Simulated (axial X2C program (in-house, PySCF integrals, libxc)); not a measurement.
PbGe⁺ along the bond: PBE0, two-component

All values were computed with an in-house all-electron X2C program for linear molecules (integrals from PySCF). Two-component (2c) means X2C with spin–orbit coupling and atomic mean-field two-electron Coulomb and Gaunt terms. Basis: Pb dyall-v3z [12s14p10d6f], Ge dyall-v3z [9s9p7d1f] (cores contracted in-house); Gaussian nuclei, density fitting, unrestricted open shells. Masses: Pb 207.977 u, Ge 73.921 u.

State: Ω = 3/2 (⟨Sz⟩ = 1.28, ⟨Lz⟩ = 0.22 at PBE0). Dipoles are positive if Ge is the positive end and refer to the centre of mass.

Results along the bond:

| R (Å) | μ (D) | HOMO (eV) | LUMO (eV) |
| --- | --- | --- | --- |
| 2.359 | 1.367 | -11.77 | -9.19 |
| 2.467 | 1.414 | -11.54 | -9.09 |
| 2.548 | 1.456 | -11.38 | -9.06 |
| 2.630 | 1.505 | -11.23 | -9.02 |
| 2.711 | 1.562 | -11.09 | -8.98 |
| 2.806 | 1.637 | -10.94 | -8.92 |
| 2.901 | 1.721 | -10.81 | -8.86 |
| 3.023 | 1.834 | -10.67 | -8.77 |
| 3.172 | 1.976 | -10.53 | -8.66 |
| 3.389 | 2.169 | -10.38 | -8.52 |

Occupations by symmetry block were frozen at the best pattern of an incomplete PBE0 search. Density functionals use the spin component along the axis (collinear). Other states lie close and PBE0, whose exact exchange favours high spin, may order them wrongly; the determinant shown need not be the ground state. The nearest other 2c determinant of the search, Ω = 1/2, lies 0.14 eV up at the distance of the search. With several unpaired electrons one determinant need not be a pure state. This is the top spin component of a Σ state; components of lower Ω are not single determinants and can lie lower.
